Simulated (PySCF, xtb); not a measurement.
CH6GaNO2, SMILES C[NH][Ga]([OH])[OH]. One conformer was computed; it need not be the lowest.

Harmonic wavenumbers (cm⁻¹) from GFN2-xTB (xtb 6.7.1) at its own minimum, in rising order: 82, 94, 130, 160, 187, 250, 303, 328, 417, 510, 545, 578, 596, 625, 1026, 1064, 1107, 1285, 1409, 1474, 1481, 2928, 2954, 3009, 3319, 3610, 3667.

Task: What does PBE-D3(BJ)/def2-SVP (PySCF) give at its own minimum? (Estimate from the structure and the level; the computed values follow.)

Result: 78, 98, 99, 171, 172, 226, 293, 298, 398, 606, 680, 697, 805, 839, 1056, 1095, 1126, 1335, 1402, 1413, 1444, 2908, 2960, 3053, 3533, 3742, 3744. Paired by order, the mean absolute difference is 61 cm⁻¹ and the zero-point energies are 47.4 and 49.0 kcal/mol.
